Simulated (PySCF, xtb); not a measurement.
Cd(OMe)(SeH) (CH₄CdOSe), SMILES [Cd]([SeH])[O]C.

GFN2-xTB run with xtb 6.7.1 at its own geometry gives an orbital gap of 2.80 eV and a dipole moment of 5.30 D.

Geometry optimised at B3LYP-D3(BJ)/def2-SVP. The def2 effective core potentials stand for the cores of Cd; spin–orbit coupling is left out. Other conformers were not sampled.

What does PySCF with PBE/def2-TZVP give? (An estimate is asked for; the answer gives what the named calculation found.)

gap 3.29 eV (levels -5.73 and -2.43 eV), dipole 0.99 D.
